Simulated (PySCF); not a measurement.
Al(OH)4, SMILES [Al-]([OH])([OH])([OH])[OH] (charge -1) at its CAM-B3LYP/def2-SVP optimised geometry (Å):

```
9

Al    -0.3799    -0.0646     0.0000
O      1.3913    -0.0646     0.0000
H      1.7123     0.7539    -0.3901
O     -0.8679    -1.0316     1.4014
H     -0.1688    -1.0148     2.0617
O     -0.8706     1.6373     0.0000
H     -1.7123     1.7276    -0.4567
O     -1.1731    -0.7998    -1.4026
H     -1.3506    -1.7276    -1.2211
```

Level of theory: CAM-B3LYP/def2-TZVPD in PySCF.

Map of the electrostatic potential (hartree/e), clipped to [-0.25, -0.10] on the plane z = 1.0 Å:

```
|9999988877776667778888999999999|
|9999888776665566677788899999999|
|9999887765554455566778889999999|
|9998877654433334556677889999999|
|9988776543322223445667788999999|
|9988766532110112345567788899999|
|9887765431000001234566778889999|
|9887765421000001234556677888999|
|8887654321001112234455667788899|
|8877654321112223344445566778889|
|8877654321123445544444556677889|
|8776654322235788754333345567788|
|8776654433469999974322234556788|
|8776554445799999995211123456678|
|7766554446999999995321012345678|
|7766544446999999996321001245677|
|7765543335999999996321001235677|
|7765443236999999996321001245677|
|7765432239999999985321012345677|
|7765432129999999865321122345678|
|7765432116999997554332233456778|
|7765532112899964444433344566778|
|8766543210133322344444455667788|
|8776554311000112344555556677889|
|8877654332111123445556666778889|
|8887665443322334455666677788899|
|9887766554444445566677778888999|
|9988777665555556667777888889999|
|9998887776666666777788888999999|
|9999888877777777778888899999999|
|9999998888888888888889999999999|
```
Scale: ten equal steps from -0.249 (start of '0') to -0.101 (end of '9'), in the order '0123456789'; x runs from -4.00 to 4.00, y from -4.00 (bottom) to 4.00 (top).
